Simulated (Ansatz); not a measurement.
The cluster Be₅Se₄, relaxed as a singlet with RKS B3LYP-D4/def2-SVP in Ansatz, starting from the GFN1-xTB geometry. Force threshold 0.02 eV/Å.

The structure comes from a short search, and lower isomers may exist.

Start:

Cartesian coordinates in Å:
```
Be -0.796 -2.125 -0.063
Be -0.116 1.310 0.371
Be 1.849 -0.015 -1.921
Be -1.933 -0.779 1.895
Be 1.456 2.110 -0.593
Se 0.081 -0.584 -1.075
Se 2.953 1.688 -1.958
Se -2.039 -2.786 1.389
Se -1.456 1.181 1.954
```

```
step   energy (eV)  largest force component (eV/Å)  SCF passes
   1  -263384.0336                           0.686          18
   2  -263384.2469                           0.369          20
   3  -263384.3793                           0.364          20
   4  -263384.4801                           0.490          20
   5  -263384.5892                           0.354          20
   6  -263384.6888                           0.290          20
   7  -263384.7611                           0.224          19
   8  -263384.8273                           0.205          24
   9  -263384.9039                           0.341          20
  10  -263385.0210                           0.287          24
  11  -263385.0995                           0.110          19
  12  -263385.1331                           0.063          19
  13  -263385.1350                           0.012          19
```

Force components are those of the run's own axes.

End:

| atom | x (Å) | y (Å) | z (Å) |
| --- | --- | --- | --- |
| Be1 | -0.5878 | -1.7947 | -0.5228 |
| Be2 | -0.2526 | 1.8412 | 1.1047 |
| Be3 | 1.2830 | -0.2003 | -1.9563 |
| Be4 | -1.4844 | -0.4075 | 1.7826 |
| Be5 | 1.4054 | 1.6578 | -0.0822 |
| Se6 | -0.3256 | -1.3223 | -2.4757 |
| Se7 | 2.8162 | 1.0080 | -1.4083 |
| Se8 | -0.8695 | -2.3062 | 1.4175 |
| Se9 | -1.9846 | 1.5240 | 2.1404 |

Bonds lost: Be2–Se6 (atoms count from 1). The end is the same structure that another start reached, the lowest one found.

No frequencies were taken in this run, so the end may be a saddle point.

Run time 69 s (4 threads of Arm Neoverse V2 on a shared host), peak host memory 0.65 GiB.
